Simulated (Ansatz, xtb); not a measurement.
Two structures of FH2O2Si2+

Structure I: `O[SiH+]O[Si]F`, a singlet. Structure II: a singlet given by its coordinates. Both are isolated ions in the gas phase, relaxed with B3LYP-D3(BJ)/def2-SVP; the shapes shown needn't be the lowest conformers.

I (Å):

```xyz
7

F    -1.1437    0.6513   -0.3599
O     0.7243    1.8599    3.8746
O     0.7192    1.4889    1.0978
Si    1.2185    1.1352    2.5507
Si    0.0689    1.7018   -0.5482
H     0.0687    2.5623    4.0117
H     2.2342    0.1136    2.7879
```

II (Å):

```xyz
7

F    -0.4989    2.6351    2.0832
O     1.4532    0.7165    2.3112
O    -0.3486    0.1897    0.8417
Si   -0.2656    1.0929    2.3499
Si    1.2514   -0.0783    0.9097
H    -1.0092    0.5220    3.4663
H     2.1762   -0.8092    0.0377
```

Close contacts (Å): F1–Si4 1.58, O2–Si4 1.76, O2–Si5 1.62, O3–Si4 1.76, O3–Si5 1.62, Si4–Si5 2.40, Si4–H6 1.46, Si5–H7 1.47.

Q: Estimate E(II) − E(I) at the level CCSD(T)/def2-SVP + ΔMP2/def2-TZVPP.

A: Calculated at CCSD(T)/def2-SVP + ΔMP2/def2-TZVPP: E(II) − E(I) = −43.4 kJ/mol, so structure II lies lower.

The same difference at several levels:

```json
{"level": "GFN2-xTB", "geometry": "GFN2-xTB", "E(II) − E(I) (kJ/mol)": "+26.5", "departure from the last row (kJ/mol)": "+69.8", "job, with rough time for the two": "optimisation, 0.46 s"}
{"level": "HF/STO-3G", "geometry": "GFN2-xTB", "E(II) − E(I) (kJ/mol)": "−34.9", "departure from the last row (kJ/mol)": "+8.5", "job, with rough time for the two": "single point, 0.77 s"}
{"level": "r2SCAN-D4/def2-SVP", "geometry": "GFN2-xTB", "E(II) − E(I) (kJ/mol)": "−27.8", "departure from the last row (kJ/mol)": "+15.6", "job, with rough time for the two": "single point, 9 s"}
{"level": "B3LYP-D3(BJ)/def2-SVP", "geometry": "B3LYP-D3(BJ)/def2-SVP", "E(II) − E(I) (kJ/mol)": "−0.7", "departure from the last row (kJ/mol)": "+42.7", "job, with rough time for the two": "optimisation, 88 s"}
{"level": "HF/def2-SVP", "geometry": "B3LYP-D3(BJ)/def2-SVP", "E(II) − E(I) (kJ/mol)": "+0.6", "departure from the last row (kJ/mol)": "+44.0", "job, with rough time for the two": "part of the CCSD(T) run"}
{"level": "MP2/def2-SVP", "geometry": "B3LYP-D3(BJ)/def2-SVP", "E(II) − E(I) (kJ/mol)": "−27.7", "departure from the last row (kJ/mol)": "+15.7", "job, with rough time for the two": "part of the CCSD(T) run"}
{"level": "CCSD(T)/def2-SVP", "geometry": "B3LYP-D3(BJ)/def2-SVP", "E(II) − E(I) (kJ/mol)": "−9.6", "departure from the last row (kJ/mol)": "+33.8", "job, with rough time for the two": "single point"}
{"level": "CCSD(T)/def2-SVP + ΔMP2/def2-TZVPP", "geometry": "B3LYP-D3(BJ)/def2-SVP", "E(II) − E(I) (kJ/mol)": "−43.4", "departure from the last row (kJ/mol)": "", "job, with rough time for the two": "single point, 49 s"}
```

GFN2-xTB puts the two in the other order. B3LYP-D3(BJ)/def2-SVP, HF/def2-SVP find them nearly level. The largest departure from CCSD(T)/def2-SVP + ΔMP2/def2-TZVPP is that of GFN2-xTB, 69.8 kJ/mol. The last row adds to CCSD(T) the change of the MP2 difference between the two basis sets, here −33.8 kJ/mol, a large step that makes the value less sure.

With harmonic frequencies from B3LYP-D3(BJ)/def2-SVP (ideal gas, rigid rotor, one conformer each, 400 K, 1 atm): on the last row, ΔE + ΔZPE = −43.1 kJ/mol. A mode under 50 cm⁻¹ makes harmonic enthalpies and free energies unreliable, so none is given.

The correlated steps freeze 13 core orbitals. Programs: Ansatz 0.2.0, xtb 6.7.1; the last row on 1 thread of Arm Neoverse N1 on a shared host.
